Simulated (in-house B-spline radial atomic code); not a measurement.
**Ionising Tc2+ with different functionals**

Computed with a B-spline radial code for spherical atoms: scalar-relativistic (spin-free X2C) Hamiltonian, Fermi nucleus of rms radius 4.41117 fm, spin-polarised at highest spin, spherical fractional occupations for the functionals, and exact exchange of hybrids averaged over the configuration. The ionisation energy is the difference of two self-consistent energies, [Kr] 4d5 → [Kr] 4d4, without Breit or QED terms; ε is the level of the shell that loses the electron (its least bound occupied spin orbital). There is no spin-orbit coupling in this Hamiltonian.

```csv
method,rung,ΔSCF (eV),-ε(4d) (eV)
PBE0,global hybrid,29.97,25.55
B3LYP,global hybrid,29.84,25.05
TPSSh,global hybrid,29.94,24.44
BHandHLYP,global hybrid,29.60,26.97
r2SCAN0,global hybrid,30.20,25.81
B97-1,global hybrid,29.68,24.97
HSE06,range-separated hybrid,29.96,25.13
CAM-B3LYP,range-separated hybrid,29.75,26.81
LC-wPBE,range-separated hybrid,29.82,28.34
```

Among the functionals, which spreads more, the ΔSCF values or the orbital energies?

The orbital energies: ΔSCF values span about 0.60 eV and the orbital energies 3.89 eV; here energy differences depend much less on the functional than eigenvalues do.

How do they compare with the NIST value?

NIST lists 29.550 eV (semi-empirical, ground level to ground level). Errors run from +0.05 to +0.65 eV; BHandHLYP is closest (+0.05 eV), but part of that can be cancellation, since the calculations leave out spin-orbit coupling, Breit-QED terms, multiplet and fine-structure energies.
